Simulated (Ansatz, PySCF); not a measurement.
System: GeF3, charge 1, multiplicity 1. 
Coordinates optimised at B3LYP-D3(BJ)/def2-TZVP (Ansatz, a quantum-chemistry and plane-wave program):
```
Ge
F 1 1.6588
F 1 1.6588 2 120.00
F 1 1.6588 2 120.00 3 180.00
```
Charge +1, spin multiplicity 1.

Total electronic energies in hartree. Correlated levels leave the core frozen unless marked. No spin-orbit coupling. Frozen are the shells of the preceding noble gas and the d and f shells that filled before the atom's block. No relativistic terms. Basis-set limits of correlation are two-point, X^-3; Hartree-Fock from the larger set. [CCSD(T)-MP2]/basis is that difference in the basis named.

```json
[
 {"level": "HF-D3(BJ)/def2-TZVPD", "program": "PySCF + dftd3", "energy (Eh)": "-2373.57136"},
 {"level": "RI-HF/aug-cc-pVTZ", "program": "Ansatz", "energy (Eh)": "-2373.57805"},
 {"level": "SVWN5/def2-TZVPD", "program": "Ansatz", "energy (Eh)": "-2371.35294"},
 {"level": "PBE-D3(BJ)/def2-TZVPD", "program": "Ansatz + dftd3", "energy (Eh)": "?"},
 {"level": "revPBE-D4/def2-TZVPD", "program": "Ansatz + dftd4", "energy (Eh)": "-2376.12927"},
 {"level": "r2SCAN/def2-TZVPD", "program": "Ansatz", "energy (Eh)": "-2376.25291"},
 {"level": "PBE0/def2-SVP", "program": "Ansatz", "energy (Eh)": "-2375.18078"},
 {"level": "PBE0/def2-QZVPP", "program": "Ansatz", "energy (Eh)": "-2375.89413"},
 {"level": "BHLYP-D3(BJ)/def2-TZVPD", "program": "Ansatz + dftd3", "energy (Eh)": "-2376.25067"},
 {"level": "BHLYP-D4/def2-TZVPD", "program": "Ansatz + dftd4", "energy (Eh)": "-2376.25060"},
 {"level": "r2SCAN0/def2-TZVPD", "program": "Ansatz", "energy (Eh)": "-2376.18520"},
 {"level": "HSE06-D3(BJ)/def2-TZVPD", "program": "Ansatz + dftd3", "energy (Eh)": "-2375.82410"},
 {"level": "B2GP-PLYP-D4/def2-TZVPD", "program": "Ansatz + dftd4", "energy (Eh)": "-2375.63519"},
 {"level": "B2PLYP/def2-TZVPD", "program": "Ansatz", "energy (Eh)": "-2375.82700"},
 {"level": "RPA@PBE/cc-pVTZ", "program": "Ansatz", "energy (Eh)": "?"},
 {"level": "MP2/aug-cc-pVDZ", "program": "Ansatz", "energy (Eh)": "-2374.11485"},
 {"level": "RI-MP2/cc-pVTZ", "program": "Ansatz", "energy (Eh)": "-2374.42626"},
 {"level": "SCS-MP2/STO-3G", "program": "Ansatz", "energy (Eh)": "-2345.75979"},
 {"level": "CCSD/STO-3G", "program": "Ansatz", "energy (Eh)": "-2345.77625"},
 {"level": "CCSD/cc-pVTZ", "program": "Ansatz", "energy (Eh)": "-2374.41780"},
 {"level": "CCSD(T)/6-31G*", "program": "Ansatz", "energy (Eh)": "-2373.73224"},
 {"level": "RI-MP2/CBS(aug-cc-pVTZ,aug-cc-pVQZ)+[CCSD(T)-MP2]/aug-cc-pVDZ", "program": "Ansatz", "energy (Eh)": "-2374.6123"},
 {"level": "RI-MP2/CBS(aug-cc-pVTZ,aug-cc-pVQZ)+[CCSD(T)-MP2]/aug-cc-pVTZ", "program": "Ansatz", "energy (Eh)": "-2374.6161"}
]
```

**Question.** Fill in the missing entries.

**Answer.** 
- PBE-D3(BJ)/def2-TZVPD, energy (Eh): -2375.79457
- RPA@PBE/cc-pVTZ, energy (Eh): -2374.76767
